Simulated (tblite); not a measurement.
C₄H₇GeO (doublet state).
Numbering: `[CH2:1]=[C:2][C:3](=[CH2:4])[O:5][GeH3:6]` (hydrogens: H7, H8 on C1; H9, H10 on C4; H11, H12, H13 on Ge6)
Bond orders are those of one Lewis drawing.

Computed with GFN2-xTB (tblite), gas phase: L-BFGS steps from a force-field or distance-geometry start until the largest atomic force falls under 0.01 eV/Å.

The end geometry, which sets the zero of energy:
```
atom  x, y, z in Å
C1     -0.5727   -2.0355   -0.5377
C2     -0.6672   -0.7807   -0.2530
C3     -0.7411    0.5390    0.0458
C4     -1.9285    1.2319    0.0867
O5      0.4093    1.2405    0.3262
Ge6     2.0397    0.5968    0.3511
H7     -0.6320   -2.8120    0.2170
H8     -0.4522   -2.3973   -1.5531
H9     -2.8568    0.7377   -0.1233
H10    -1.9317    2.2767    0.3296
H11     2.3990    0.0621   -1.0055
H12     2.1446   -0.4902    1.3814
H13     2.7851    1.8314    0.7171
```

**Question.** These geometries come from the run, each turned onto the end geometry. Order them by energy, lowest first.
A.
```
atom  x, y, z in Å
C1     -0.6447   -2.1464   -0.3521
C2     -0.6794   -0.8607   -0.2468
C3     -0.7379    0.4407    0.1442
C4     -1.8069    1.2662   -0.0847
O5      0.3665    1.0033    0.7543
Ge6     2.0270    0.6905    0.2969
H7     -0.9835   -2.8063    0.4385
H8     -0.2872   -2.6586   -1.2351
H9     -2.7031    0.8905   -0.5328
H10    -1.7752    2.2887    0.2363
H11     2.0903    0.9057   -1.1878
H12     2.4009   -0.7279    0.6256
H13     2.7288    1.7146    1.1257
```
B.
```
atom  x, y, z in Å
C1     -0.5539   -2.0349   -0.4924
C2     -0.6637   -0.7614   -0.3144
C3     -0.7491    0.5459    0.0356
C4     -1.9327    1.2445    0.0658
O5      0.3986    1.2321    0.3619
Ge6     2.0295    0.5877    0.3261
H7     -0.6317   -2.7467    0.3235
H8     -0.4028   -2.4796   -1.4687
H9     -2.8578    0.7633   -0.1854
H10    -1.9375    2.2784    0.3530
H11     2.3998    0.2167   -1.0817
H12     2.1232   -0.6148    1.2198
H13     2.7734    1.7693    0.8392
```
C.
```
atom  x, y, z in Å
C1     -0.7537   -2.1113   -0.3404
C2     -0.4464   -0.8471   -0.2882
C3     -0.6544    0.4714    0.0949
C4     -1.8287    1.1218   -0.0789
O5      0.3913    1.1431    0.6938
Ge6     2.0795    0.7611    0.2388
H7     -1.7032   -2.5331    0.0511
H8     -0.0330   -2.8048   -0.7577
H9     -2.7431    0.6353   -0.3641
H10    -1.8790    2.1532    0.2240
H11     2.2742    1.1049   -1.2020
H12     2.4182   -0.6859    0.5248
H13     2.8739    1.5918    1.1860
```
D.
```
atom  x, y, z in Å
C1     -0.5691   -2.0521   -0.4452
C2     -0.6669   -0.7775   -0.2720
C3     -0.7501    0.5361    0.0544
C4     -1.9223    1.2531    0.0187
O5      0.3917    1.2057    0.4300
Ge6     2.0334    0.5975    0.3098
H7     -0.7215   -2.7609    0.3625
H8     -0.3577   -2.4924   -1.4131
H9     -2.8447    0.7720   -0.2422
H10    -1.9263    2.2867    0.3048
H11     2.3706    0.3795   -1.1349
H12     2.2029   -0.6851    1.0757
H13     2.7556    1.7378    0.9337
```
E.
```
atom  x, y, z in Å
C1     -0.7095   -2.1442   -0.3542
C2     -0.6961   -0.8614   -0.2225
C3     -0.7261    0.4582    0.0901
C4     -1.8515    1.2332   -0.0621
O5      0.4038    1.0698    0.5848
Ge6     2.0866    0.6995    0.2909
H7     -0.9728   -2.8089    0.4634
H8     -0.4664   -2.6430   -1.2858
H9     -2.7698    0.8038   -0.4111
H10    -1.8225    2.2759    0.1866
H11     2.4057    0.9532   -1.1567
H12     2.4009   -0.7252    0.6497
H13     2.7132    1.6895    1.2092
```

**Answer.** B (0.003 eV), D (0.008 eV), E (0.024 eV), A (0.049 eV), C (0.373 eV).

In the order of the answer:

```
step  E above end (eV)  largest force (eV/Å)  rms force component (eV/Å)  rms distance from end (Å)  rms bond change (Å)  bond most changed (Å)
 131             0.003                  0.02                       0.006                      0.103                0.001           C1–H8 -0.001
 119             0.008                  0.08                       0.025                      0.181                0.001         Ge6–H11 -0.002
  76             0.024                  0.04                       0.014                      0.430                0.002          O5–Ge6 -0.005
  59             0.049                  0.16                       0.057                      0.457                0.003           C3=C4 -0.005
  36             0.373                  0.75                       0.229                      0.620                0.018          O5–Ge6 +0.037
```

The cost below is that of the whole relaxation. The run took 0.86 s of wall time on one thread, Arm Neoverse V1 (aarch64) (shared host).
